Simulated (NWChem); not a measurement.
System: SiH$_{3}$I; SMILES I[SiH3]

Here is an NWChem input.

```
start job
memory heap 200 mb stack 900 mb global 1100 mb
geometry units angstroms noautoz
  Si     0.000000     0.000000     1.799927
  I      0.000000     0.000000    -0.649111
  H      1.082660     0.906455     2.273763
  H      0.243683    -1.390839     2.273763
  H     -1.326343     0.484384     2.273763
end
basis spherical
  * library def2-tzvpd
end
ecp
  I library def2-ecp
end
dft
  xc hfexch
  iterations 150
  mulliken
end
task dft energy
```

Output (shortened):

```
             Northwest Computational Chemistry Package (NWChem) 7.3.0
             --------------------------------------------------------

 C3V symmetry detected

                             Geometry "geometry" -> ""
                             -------------------------

 Output coordinates in angstroms (scale by  1.889725989 to convert to a.u.)

  No.       Tag          Charge          X              Y              Z
 ---- ---------------- ---------- -------------- -------------- --------------
    1 Si                  14.0000    -0.00000000     0.00000000     1.83396437
    2 I                   53.0000     0.00000000     0.00000000    -0.61507363
    3 H                    1.0000     0.99845226     0.99845226     2.30780037
    4 H                    1.0000     0.36545889    -1.36391115     2.30780037
    5 H                    1.0000    -1.36391115     0.36545889     2.30780037

 Effective nuclear repulsion energy (a.u.)     201.8197942843

      Symmetry information
      --------------------

 Group name             C3v
 Group number             17
 Group order               6
 No. of unique centers     3

 Summary of "ao basis" -> "ao basis" (spherical)
 ------------------------------------------------------------------------------
       Tag                 Description            Shells   Functions and Types
 ---------------- ------------------------------  ------  ---------------------
 Si                        def2-tzvpd               15       43   6s5p3d1f
 I                         def2-tzvpd               19       59   7s6p4d2f
 H                         def2-tzvpd                5        9   3s2p

      Symmetry analysis of basis
      --------------------------

        a1         44
        a2          5
        e          80

  Rotation of axis

            General Information
            -------------------
          SCF calculation type: DFT
          Wavefunction type:  closed shell.
          No. of atoms     :     5
          No. of electrons :    42
           Alpha electrons :    21
            Beta electrons :    21
          Charge           :     0
          Spin multiplicity:     1
          Use of symmetry is: on ; symmetry adaption is: on
          Maximum number of iterations: 150
          AO basis - number of functions:   129
                     number of shells:    49
          Convergence on energy requested:  1.00D-06
          Convergence on density requested:  1.00D-05
          Convergence on gradient requested:  5.00D-04

              XC Information
              --------------
                     Hartree-Fock (Exact) Exchange  1.000

      Superposition of Atomic Density Guess
      -------------------------------------

 Sum of atomic energies:        -637.49724955

      Non-variational initial energy
      ------------------------------

 Total energy =    -587.360009
 1-e energy   =   -1125.532887
 2-e energy   =     434.748435
 HOMO         =      -0.341136
 LUMO         =       0.005418

      Symmetry analysis of molecular orbitals - initial
      -------------------------------------------------

  Numbering of irreducible representations:

     1 a1          2 a2          3 e

  Orbital symmetries:

     1 a1          2 a1          3 a1          4 a1          5 e
     6 e           7 e           8 e           9 a1         10 a1
    11 e          12 e          13 e          14 e          15 a1
    16 a1         17 e          18 e          19 a1         20 e
    21 e          22 a1         23 a1         24 e          25 e
    26 a1         27 e          28 e          29 a1         30 e
    31 e

     ---------------------------------------------
      Total Density - Mulliken Population Analysis
     ---------------------------------------------

    Atom       Charge   Shell Charges
 -----------   ------   -------------------------------------------------------
    1 Si  14    13.55   2.00  0.59  1.39  0.86  0.52  0.00  4.11  1.73  0.48  1.25  0.39  0.08  0.11  0.01  0.02
    2 I   25    25.30   0.19 -0.77  1.58  1.01  1.09  0.85  0.00 -0.49  6.45  1.38  2.97  1.01  0.01  9.23  0.76  0.04 -0.01  0.00  0.00
    3 H    1     1.05   0.23  0.54  0.27  0.01  0.01
    4 H    1     1.05   0.23  0.54  0.27  0.01  0.01
    5 H    1     1.05   0.23  0.54  0.27  0.01  0.01

   convergence    iter        energy       DeltaE   RMS-Dens  Diis-err
 ---------------- ----- ----------------- --------- --------- ---------
 d= 0,ls=0.0,diis     1   -587.3578661289 -6.91D+02  2.95D-03  1.14D-01
 d= 0,ls=0.0,diis     2   -587.3809964431 -2.31D-02  1.03D-03  3.65D-02
 d= 0,ls=0.0,diis     3   -587.3848709485 -3.87D-03  3.69D-04  3.04D-03
 d= 0,ls=0.0,diis     4   -587.3853923140 -5.21D-04  1.26D-04  1.63D-04
 d= 0,ls=0.0,diis     5   -587.3854386518 -4.63D-05  3.28D-05  8.24D-06
  Resetting Diis
 d= 0,ls=0.0,diis     6   -587.3854412751 -2.62D-06  1.30D-05  1.00D-06
 d= 0,ls=0.0,diis     7   -587.3854417256 -4.51D-07  3.88D-06  9.12D-08

         Total DFT energy =     -587.385441725567
      One electron energy =    -1126.611695455273
           Coulomb energy =      478.446068904407
    Exchange-Corr. energy =      -42.644259033959
 Nuclear repulsion energy =      103.424443859259

 Numeric. integr. density =        0.000000000000

                  Occupations of the irreducible representations
                  ----------------------------------------------

                     irrep           alpha         beta
                     --------     --------     --------
                     a1                9.0          9.0
                     a2                0.0          0.0
                     e                12.0         12.0

                       DFT Final Molecular Orbital Analysis
                       ------------------------------------

 Vector   19  Occ=2.000000D+00  E=-4.486343D-01  Symmetry=a1
              MO Center=  1.9D-15, -3.7D-15,  7.6D-02, r^2= 3.2D+00
   Bfn.  Coefficient  Atom+Function         Bfn.  Coefficient  Atom+Function
  ----- ------------  ---------------      ----- ------------  ---------------
    62      0.448110  2 I  pz                56     -0.374841  2 I  pz
    59      0.281654  2 I  pz                18     -0.264188  1 Si pz
    48     -0.145880  2 I  s                 49     -0.130404  2 I  s
    65      0.106105  2 I  pz                46      0.097919  2 I  s
     9      0.092686  1 Si pz                21     -0.092408  1 Si pz

 Vector   20  Occ=2.000000D+00  E=-3.761958D-01  Symmetry=e
              MO Center= -9.3D-03,  2.2D-02, -4.1D-01, r^2= 2.5D+00
   Bfn.  Coefficient  Atom+Function         Bfn.  Coefficient  Atom+Function
  ----- ------------  ---------------      ----- ------------  ---------------
    60      0.543009  2 I  px                54     -0.430462  2 I  px
    57      0.332933  2 I  px                63      0.256379  2 I  px
    61      0.107299  2 I  py                55     -0.085060  2 I  py
    58      0.065788  2 I  py               122      0.065522  5 H  s
   104     -0.060655  3 H  s                 51     -0.054797  2 I  px

 Vector   21  Occ=2.000000D+00  E=-3.761958D-01  Symmetry=e
              MO Center=  9.3D-03, -2.2D-02, -4.1D-01, r^2= 2.5D+00
   Bfn.  Coefficient  Atom+Function         Bfn.  Coefficient  Atom+Function
  ----- ------------  ---------------      ----- ------------  ---------------
    61      0.543009  2 I  py                55     -0.430462  2 I  py
    58      0.332933  2 I  py                64      0.256379  2 I  py
    60     -0.107299  2 I  px                54      0.085060  2 I  px
   113      0.072848  4 H  s                 57     -0.065788  2 I  px
    52     -0.054797  2 I  py                63     -0.050661  2 I  px

 Vector   22  Occ=0.000000D+00  E= 4.504276D-02  Symmetry=a1
              MO Center=  1.1D-13, -3.2D-14, -2.3D+00, r^2= 1.6D+01
   Bfn.  Coefficient  Atom+Function         Bfn.  Coefficient  Atom+Function
  ----- ------------  ---------------      ----- ------------  ---------------
    68      1.542351  2 I  pz                 6     -1.223048  1 Si s
    50      0.691290  2 I  s                 21      0.240468  1 Si pz
    34      0.216760  1 Si d  0               5     -0.209225  1 Si s
    86      0.208502  2 I  d  0              48      0.205288  2 I  s
     4     -0.134092  1 Si s                 18      0.103886  1 Si pz

 Vector   23  Occ=0.000000D+00  E= 5.943301D-02  Symmetry=e
              MO Center= -8.2D-02,  1.0D-01, -6.2D-01, r^2= 2.2D+01
   Bfn.  Coefficient  Atom+Function         Bfn.  Coefficient  Atom+Function
  ----- ------------  ---------------      ----- ------------  ---------------
    67      1.357762  2 I  py                20     -0.700716  1 Si py
    33      0.425079  1 Si d -1             114     -0.342472  4 H  s
    85      0.253359  2 I  d -1             105      0.233032  3 H  s
   120      0.174705  4 H  pz                64     -0.142077  2 I  py
   119     -0.119833  4 H  py               111     -0.118876  3 H  pz

 Vector   24  Occ=0.000000D+00  E= 5.943301D-02  Symmetry=e
              MO Center=  8.2D-02, -1.0D-01, -6.2D-01, r^2= 2.2D+01
   Bfn.  Coefficient  Atom+Function         Bfn.  Coefficient  Atom+Function
  ----- ------------  ---------------      ----- ------------  ---------------
    66      1.357762  2 I  px                19     -0.700716  1 Si px
    35     -0.425079  1 Si d  1             123     -0.332268  5 H  s
   105      0.260912  3 H  s                 87     -0.253359  2 I  d  1
   129      0.169499  5 H  pz                63     -0.142077  2 I  px
   111     -0.133098  3 H  pz               127     -0.117415  5 H  px

     ---------------------------------------------
      Total Density - Mulliken Population Analysis
     ---------------------------------------------

[...]
```

Level: Hartree-Fock/def2-TZVPD with def2 effective core potentials on I. Structure relaxed at the PBE0/def2-SVP level. def2 effective core potentials on I; no spin-orbit coupling.
